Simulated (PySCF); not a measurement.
**Correlation energy of Sn⁺ (tin, charge +1)**

[Kr] 4d10 5s2 5p1, 2P determinant. All numbers are calculated (PySCF 2.14, the spin-free X2C one-electron Hamiltonian (Gaussian nucleus), in x2c-SVPall (6s5p3d, 36 functions)). Frozen: [Kr] 4d10; 3 electrons correlated.

MP2 pair energies summed by pair of shells (mhartree):

```
 pair  energy  share (%)
5s-5s  -15.59       60.0
5s-5p  -10.39       40.0
```

Total MP2 correlation energy: -25.98 mhartree.

Same-spin part -1.78 and opposite-spin part -24.19 mhartree; SCS-MP2 scales them by 1/3 and 6/5 to -29.63 mhartree.

| level | correlation energy (mhartree) |
| --- | --- |
| CCSD | -39.04 |
| (T) | -0.33 |
| CCSD(T) | -39.37 |

Diagnostics: T1 = 0.0091, D1 = 0.0221, largest double amplitude 0.098.

Question: Is a single reference adequate?

Answer: Mostly. T1 lies below 0.03, but a double amplitude of this size points to a near-degeneracy that CCSD handles and MP2 describes poorly.
